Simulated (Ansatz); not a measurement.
Gas-phase electronic energies from Ansatz, PBE0-D4/def2-TZVP geometries. CCSD(T)/CBS is the MP2 limit (def2-TZVPP, def2-QZVPP) plus CCSD(T) − MP2 in def2-TZVPP, frozen cores. This one scheme is used for every species. Functionals use def2-TZVPP. B3LYP here is the variant with VWN-RPA as its local correlation; programs differ in this. Each species was taken in one conformer, which may not be the lowest.

`C[Si](O)(F)[SiH3]` + `C[O][Al]([OH])[F]` → `C[O][Al]([F])[O][SiH3]` + `C[SiH](O)F`  (cleavage of the Si–Si bond)

CCSD(T)/CBS gives -28.3 kcal/mol.

(1) Another level gave -36.0 kcal/mol. Which?
A. PBE/def2-TZVPP
B. r2SCAN/def2-TZVPP
C. HF/def2-TZVPP
D. B3LYP/def2-TZVPP

Largest T1 diagnostic among the species: 0.012.

Answers

(1) C. HF/def2-TZVPP -36.0, B3LYP -28.5, PBE -21.7, r2SCAN -26.7 kcal/mol.

From PBE to PBE0 (25 % exact exchange), in def2-TZVPP and without D4, ΔE moves by −2.6 kcal/mol. The D4 term adds +0.9 kcal/mol with B3LYP and +0.5 kcal/mol with PBE0; it sums over pairs of atoms, weighted by their polarisabilities, and B3LYP, whose exchange is more repulsive, gets the larger term. In def2-TZVPP, CCSD(T) changes the Hartree–Fock value by +7.5 kcal/mol (the triples alone add +1.1 kcal/mol) and MP2 by +5.8 kcal/mol.
